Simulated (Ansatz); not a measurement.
The cluster Te3Pt2. Charge 0, multiplicity 1. Geometry PBE-D4/def2-SVP.

```xyz
5

Pt   -2.221   -0.991   -1.002
Pt   -0.003    0.025    0.034
Te   -2.307    0.534    0.984
Te    2.249    1.037    1.052
Te    2.283   -0.606   -1.068
```

In the def2 sets Pt, Te take a core potential; there is no spin–orbit coupling. The restricted singlet is unstable towards broken spin symmetry in Hartree–Fock (as tested in another run); at PBE-D4/def2-SVP, r2SCAN-D4/def2-TZVP, B97M-V/def2-TZVP, PBE0-D4/def2-SVP and others this wasn't settled. At PBE-D4/def2-SVP, r2SCAN-D4/def2-TZVP, B97M-V/def2-TZVP an occupied level lies above an empty one. Another isomer (singlet) lies 0.52 eV lower at PBE0-D4/def2-TZVP; other spin states weren't run for this one.

Problem. Estimate the orbital energies around the gap (eV) in Ansatz with PBE-D4/def2-SVP, r2SCAN-D4/def2-TZVP, B97M-V/def2-TZVP, PBE0-D4/def2-SVP, PBE0-D4/def2-TZVP.

Solution. 
| orbital | PBE-D4/def2-SVP | r2SCAN-D4/def2-TZVP | B97M-V/def2-TZVP | PBE0-D4/def2-SVP | PBE0-D4/def2-TZVP |
| --- | --- | --- | --- | --- | --- |
| HOMO−13 | -8.43 | -8.67 | -8.45 | -9.62 | -9.55 |
| HOMO−12 | -8.36 | -8.58 | -8.40 | -9.41 | -9.35 |
| HOMO−11 | -8.04 | -8.33 | -8.17 | -9.37 | -9.29 |
| HOMO−10 | -7.38 | -7.63 | -7.48 | -8.48 | -8.45 |
| HOMO−9 | -7.13 | -7.42 | -7.23 | -8.26 | -8.24 |
| HOMO−8 | -6.65 | -6.93 | -6.83 | -8.06 | -8.03 |
| HOMO−7 | -6.52 | -6.74 | -6.61 | -7.64 | -7.61 |
| HOMO−6 | -6.23 | -6.45 | -6.35 | -7.37 | -7.33 |
| HOMO−5 | -6.09 | -6.32 | -6.19 | -7.20 | -7.18 |
| HOMO−4 | -5.97 | -6.24 | -6.09 | -7.19 | -7.18 |
| HOMO−3 | -5.50 | -5.73 | -5.66 | -6.70 | -6.68 |
| HOMO−2 | -5.43 | -5.71 | -5.60 | -6.53 | -6.50 |
| HOMO−1 | -5.29 | -5.55 | -5.48 | -6.48 | -6.46 |
| HOMO | -4.64 | -4.83 | -4.74 | -5.40 | -5.39 |
| LUMO | -5.04 | -5.21 | -5.07 | -4.88 | -4.87 |
| LUMO+1 | -4.04 | -4.06 | -3.90 | -3.51 | -3.48 |
| LUMO+2 | -3.23 | -3.14 | -3.11 | -2.45 | -2.47 |
| LUMO+3 | -2.68 | -2.53 | -2.42 | -1.92 | -1.93 |
| LUMO+4 | -0.89 | -0.83 | -0.77 | -0.09 | -0.28 |
| LUMO+5 | -0.30 | -0.30 | -0.49 | 0.29 | 0.16 |
